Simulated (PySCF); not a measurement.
Electronic structure of Nb⁺ (niobium, charge +1) at the PBE level

Configuration: [Kr] 4d3 5p1, one real determinant (an excited configuration). Calculation: PySCF 2.14, in def2-TZVPPD with the def2 core potential (28 electrons); a scalar-relativistic core potential.

* Total energy: -56.4148 hartree
* One-electron energy: -91.3631 hartree
* Hartree (Coulomb) energy: 41.4960 hartree
* Exchange-correlation energy: -6.5476 hartree
* ⟨S²⟩: 6.0007
* ⟨L²⟩: 14.008
* Sum of ⟨r⟩: 20.04 bohr
* Sum of ⟨r²⟩: 46.06 bohr²
* Traceless quadrupole moment −½Σ⟨3z² − r²⟩ along its main axis: -7.20 e·bohr²

| shell | electrons | mean orbital energy (hartree) | spread (hartree) | rms radius, mean of both spins (bohr) |
| --- | --- | --- | --- | --- |
| 4s α | 1 | -2.59890 | 0 | 1.23 |
| 4s β | 1 | -2.53378 | 0 | 1.23 |
| 4p α | 3 | -1.69820 | 0.00790 | 1.39 |
| 4p β | 3 | -1.62591 | 0.01140 | 1.39 |
| 4d α | 3 | -0.49260 | 0.00563 | 2.10 |
| 5p α | 1 | -0.28138 | 0 | 4.27 |

⟨L²⟩ = 14.01 against 20 for a pure G term, so this real determinant mixes terms. Energies and moments cover only the electrons outside the core potential.
